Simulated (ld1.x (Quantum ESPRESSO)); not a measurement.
# What one change does to a pseudopotential (O, ultrasoft)

```json
{
  "Element": "O",
  "Generator": "ld1.x (Quantum ESPRESSO) 7.5",
  "Type": "ultrasoft",
  "Functional": "PBEsol",
  "Relativity": "scalar-relativistic",
  "Frozen core": "[He]",
  "Valence charge": "6",
  "Reference configuration": "2s2 2p1 (charge +3)",
  "Partial waves": "2s (bound): rcut 0.55, rcutus 0.70 bohr; 2s channel at -3.6 Ry: rcut 0.55, rcutus 0.70 bohr; 2p (bound): rcut 1.55, rcutus 1.95 bohr; 2p channel at 0.45 Ry: rcut 1.55, rcutus 1.95 bohr",
  "Local potential": "all-electron potential smoothed inside 0.85 bohr (lloc = -2)",
  "Core correction": "Bessel-smoothed model core inside 0.65 bohr",
  "Augmentation charge": "PSQ, radius 0.40 bohr"
}
```

All-electron outer shells of the reference configuration (PBEsol, scalar-relativistic, ld1.x):

| shell | level (eV) | outermost node (bohr) | outermost maximum (bohr) |
| --- | --- | --- | --- |
| 2s | -79.23 | 0.27 | 0.81 |
| 2p | -64.76 | – | 0.70 |

Change: local potential all-electron potential smoothed inside 1.14 bohr (lloc = -2).

Cutoffs: the cutoffs (Ry, on a coarse ladder) from which the occupation-weighted sum of valence levels, in a spherical-Bessel basis at the reference potential, stays within 10 and 1 mRy of its value at 400 Ry; they do not see the model core or the augmentation charge, which bear on the density cutoff. Errors are all-electron minus pseudo energies relative to the spin-unpolarised reference configuration.

**Question.** What does the change do?

**Answer.** The potential gets softer (70 Ry and 140 Ry → 70 Ry and 120 Ry); the errors of the 7 common tests hardly move; neither file shows a bound ghost.

| quantity | base | changed |
| --- | --- | --- |
| cutoff, loose | 70 Ry | 70 Ry |
| cutoff, tight | 140 Ry | 120 Ry |
| loose cutoff by channel (10 mRy a level) | s 60 Ry, p 18 Ry | s 70 Ry, p 18 Ry |
| bound ghosts | none | none |
| error for 2s2 2p4, meV [ΔE -103.54 eV] | +187 | +200 |
| error for 2s2 2p3, meV [ΔE -87.18 eV] | +88 | +92 |
| error for 2s2 2p2, meV [ΔE -53.71 eV] | +26 | +27 |
| error for 2s0 2p6, meV [ΔE -73.80 eV] | +737 | +753 |
| error for 2s2 2p3.5, meV [ΔE -97.29 eV] | +134 | +142 |
| error for 2s1 2p5, meV [ΔE -88.69 eV] | +410 | +425 |
| error for 2s1 2p4, meV [ΔE -72.05 eV] | +301 | +307 |
| s: phases at 2.15 bohr within 0.05 rad from the reference energy up to (Ry; the scan ends near 5) | to the end of the scan | to the end of the scan |
| p: phases at 2.15 bohr within 0.05 rad from the reference energy up to (Ry; the scan ends near 5) | to the end of the scan | to the end of the scan |
| lowest overlap eigenvalue by channel | s 0.57, p 0.73 | s 0.56, p 0.73 |
